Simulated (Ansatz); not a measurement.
Trimethylsilanol, C3H10OSi from Hartree–Fock to CCSD(T)

Z-matrix (Å, degrees):
```
C
Si 1 1.870
H 1 1.093 2 111.0
H 1 1.094 2 111.5 3 -120.3
H 1 1.094 2 111.0 3 120.0
C 2 1.870 1 109.3 3 179.2
C 2 1.861 1 111.0 3 -58.1
O 2 1.660 1 110.3 3 57.6
H 6 1.093 2 111.0 1 -179.2
H 6 1.094 2 111.5 1 -58.9
H 6 1.094 2 111.0 1 60.8
H 7 1.093 2 111.1 1 -60.9
H 7 1.093 2 110.8 1 179.0
H 7 1.093 2 110.8 1 59.2
H 8 0.957 2 117.5 1 60.4
```

Total charge 0; spin multiplicity 1. The structure was optimised at the PBE0-D4/def2-TZVP level. It is one conformer, not always the lowest. Frozen core, restricted reference, Ansatz. CBS rows extrapolate triple and quadruple zeta; past MP2 they add the triple-zeta difference.

| basis | HF (Eh) | MP2 corr. | CCSD corr. | (T) | CCSD(T) total |
| --- | --- | --- | --- | --- | --- |
| def2-SVP | -483.06650 | ? | -0.78629 | -0.02022 | ? |
| def2-TZVPP | -483.40501 | ? | -0.95701 | ? | ? |
| def2-QZVPP | ? | -0.96715 | – | – | – |
| CBS(def2) | -483.42629 | -1.01380 | -1.06663 | as TZ | -484.52812 |

Question: Fill in the withheld values. (An estimate is asked.)

Answer: Computed: def2-SVP MP2 corr.: -0.72357; def2-SVP CCSD(T) total: -483.87301; def2-TZVPP MP2 corr.: -0.90418; def2-TZVPP (T): -0.03520; def2-TZVPP CCSD(T) total: -484.39722; def2-QZVPP HF (Eh): -483.42371.
